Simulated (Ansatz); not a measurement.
Consider the redistribution: `[OH][Sb]([F])[F]` + `C=C(F)[SiH2]O` → `[F][SbH][F]` + `C=C(F)[SiH](O)O`.

Gas-phase electronic energies from Ansatz, PBE0-D4/def2-TZVP geometries. CBS: MP2 limit from def2 TZ/QZ plus the TZ coupled-cluster correction, frozen cores. DFT in def2-TZVPP. B3LYP here is the variant with VWN-RPA as its local correlation; programs differ in this. def2 core potentials past Kr. For Sb outer-core shells are correlated without core-valence functions, which leaves a few kJ/mol of doubt a bond. One conformer a species, not always the lowest.

```csv
level,ΔE (kJ/mol),difference from CCSD(T)/CBS
PBE-D4,-34.6,4.4
r2SCAN-D4,-41.1,-2.1
PBE0-D4,-42.4,-3.4
B3LYP-D4,-41.8,-2.8
ωB97X-V,-40.1,-1.1
ωB97M-V,-43.6,-4.6
B2PLYP,-40.2,-1.2
PBE,-33.7,5.3
r2SCAN,-40.7,-1.7
PBE0,-41.5,-2.5
B3LYP,-40.5,-1.5
HF/def2-TZVPP,-54.4,-15.4
MP2/def2-TZVPP,-40.1,-1.1
SCS-MP2/def2-TZVPP,-41.0,-2.0
CCSD/def2-TZVPP,-47.7,-8.7
CCSD(T)/def2-TZVPP,-45.1,-6.1
HF/def2-QZVPP,-52.3,-13.3
MP2/def2-QZVPP,-35.9,3.1
SCS-MP2/def2-QZVPP,-37.3,1.7
HF/CBS(def2),-52.0,-13.0
MP2/CBS(def2),-34.0,5.0
CCSD/CBS(def2),-41.5,-2.5
CCSD(T)/CBS,-39.0,0
```

Largest T1 diagnostic among the species: 0.015.

In def2-TZVPP, CCSD(T) changes the Hartree–Fock value by +9.2 kJ/mol (the triples alone add +2.6 kJ/mol) and MP2 by +14.2 kJ/mol. From PBE to PBE0 (25 % exact exchange), in def2-TZVPP and without D4, ΔE moves by −7.9 kJ/mol.
